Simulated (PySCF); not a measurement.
H2Cl2F2Si2, SMILES F[SiH](F)[SiH](Cl)Cl, singlet at its PBE0/def2-SVP optimised geometry (Å):

```
8

Si    -1.4852    -2.0015     1.8183
F     -3.1008    -1.9892     1.8724
F     -0.9598    -1.3133     3.1832
Si    -0.7941    -0.7037     0.0000
Cl     1.2693    -0.7037     0.0000
Cl    -1.4955    -1.6359    -1.7025
H     -1.0150    -3.4076     1.7796
H     -1.2693     0.7037     0.0000
```

Computed with PBE0/def2-TZVP (PySCF). Cells within 0.4 Å of a nucleus heavier than hydrogen are left out (blank, or x).

Map of the LUMO amplitude (bohr^(-3/2)) on the plane z = 0.0 Å; orbital energy -1.18 eV, overall sign arbitrary:

```
|6666666666666666666666666666666|
|6666666666666666666666666666666|
|6666666666666666666666666666666|
|6666666655555566666666666666666|
|6666666555555555566666666666666|
|6666665555555555555666666666666|
|6666655555555555555555566666666|
|6666655555555555555555555566666|
|6666655555555555555555555556666|
|6666655554444555555555555555566|
|6666655544444455555555555555556|
|6666665543334445555555555555555|
|6666666543233445555555555555555|
|6666666654333445556555544555555|
|6667777665444445566655444455555|
|6677777776544445667765434445555|
|6777788887644455678864333445555|
|67777888886xx6556898xx323445555|
|6777788888xxxx55689xxxx33445555|
|66777888876xxx345799xx544455555|
|6677777776432113468998755555555|
|6667777664310002457888765555555|
|6666666653200002356777665555555|
|6666665543210012345666666555555|
|6666655443211112345566665555556|
|6665555443222223345555555555566|
|6655555443322233445555555556666|
|6655555443333334445555555566666|
|6555555444443444445555555666666|
|6555555544444444555555555666666|
|6655555555444455555555556666666|
```
Scale: ten equal steps from -0.122 (start of '0') to 0.076 (end of '9'), in the order '0123456789'; x runs from -3.50 to 3.50, y from -3.50 (bottom) to 3.50 (top).
